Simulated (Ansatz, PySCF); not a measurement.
This PySCF input computes a BLYP/def2-TZVPD energy:

```python
from pyscf import gto, scf, dft

mol = gto.M(
    atom='''
    K    -0.00000000   -0.00000000   -2.65869666
    I     0.00000000    0.00000000    0.95311767
    ''',
    basis='def2-tzvpd',
    ecp='def2-tzvp',
    charge=1,
    spin=1,
    symmetry='C2v',
    verbose=4,
)

mf = dft.UKS(mol, xc='blyp').density_fit(auxbasis='def2-universal-jkfit')
mf.grids.level = 3
mf.conv_tol = 1e-9
mf.max_cycle = 100
mf.max_memory = 1500
mf.kernel()
if not mf.converged:
    mf = mf.newton()
    mf.kernel(mf.make_rdm1())
mf.analyze()
```

Task: Write an input for the same energy in Ansatz (a quantum-chemistry and plane-wave program) and say what it gives.

Result: 
Ansatz 0.2 input:
```yaml
crystal:
  periodic: [false, false, false]
  atoms:
    - {symbol: K, position_ang: [-0.00000000, -0.00000000, -2.65869666]}
    - {symbol: I, position_ang: [0.00000000, 0.00000000, 0.95311767]}
basis:
  gaussian:
    orbitals: def2-TZVPD
hamiltonian:
  xc: {name: BLYP}
total_charge: 1
magnetization: {spin_polarized: true, initial_magnetization: 1}
output: {forces: true}
```
It gives -897.38323 Eh, and PySCF -897.38327 Eh, a difference of 0.04 mEh, from the treatment of integrals and grids.
